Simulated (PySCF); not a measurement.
Compound: C3H8N2Si.
Numbering: `[CH2:1]=[C:2]1[CH2:3][NH:4][Si@H:5]1[NH2:6]` (hydrogens: H7, H8 on C1; H9, H10 on C3; H11 on N4; H12 on Si5; H13, H14 on N6)

Theory: TDDFT wB97X-D/def2-SVPD, vertical, gas phase, core orbitals frozen in the response (PySCF 2.14.0, density-fitted response routines). The structure is a single GFN2-xTB conformer in the gas phase; no vibrational or solvent corrections. Torsions of this conformer, `[CH2:1]=[C:2]1[CH2:3][NH:4][Si@H:5]1[NH2:6]`: H–N6–Si5–N4 43°, H–N6–Si5–N4 -101°.

```
state  E (eV)  λ (nm)       f  main configurations (H = HOMO, L = LUMO)
   S1    5.77   214.7  0.0026                                 H→L (94%)
   S2    6.30   196.9  0.0025                  H-2→L (56%), H-3→L (30%)
   S3    6.42   193.3   0.014     H→L+1 (56%), H→L+2 (28%), H→L+3 (10%)
   S4    6.93   178.8   0.043     H→L+3 (41%), H→L+2 (11%), H→L+4 (10%)
   S5    6.97   177.9   0.155     H-1→L (25%), H→L+2 (22%), H-3→L (15%)
   S6    7.05   175.8   0.277                  H-1→L (54%), H-2→L (14%)
   S7    7.34   169.0   0.018     H→L+1 (25%), H→L+3 (22%), H→L+2 (16%)
   S8    7.52   164.9   0.057               H-1→L+2 (72%), H-1→L+1 (9%)
```

Triplets (Tamm–Dancoff): T1 4.31 eV, H-1→L (72%), H-1→L+1 (10%); T2 5.45 eV, H→L (86%); T3 5.75 eV, H-2→L (49%), H-3→L (34%).

The lowest singlet comes at 215 nm (557 kJ/mol) in the ultraviolet; it is very weak; its leading configuration is HOMO→LUMO (94%). The strongest level in the table is S6 at 7.05 eV (176 nm, f = 0.277). Löwdin shares by element: HOMO nitrogen 53% or more, carbon 13% or more, silicon 8%, hydrogen 5% or more (atoms not listed hold the other 21%); LUMO carbon 56%, silicon 15% (atoms not listed hold the other 30%). Of the 8 states listed, 6 reach f = 0.01 and none stays under 0.0005. The oscillator strengths of these states sum to 0.570; summed over the whole spectrum of an exact calculation they would give the number of electrons, 54 (Thomas–Reiche–Kuhn). Orbital energies (eV): HOMO-3 -10.05, HOMO-2 -9.58, HOMO-1 -9.29, HOMO -8.49, LUMO 1.62, LUMO+1 2.38, LUMO+2 2.64. Only the lowest 8 singlets were computed, as vertical energies without vibronic structure.
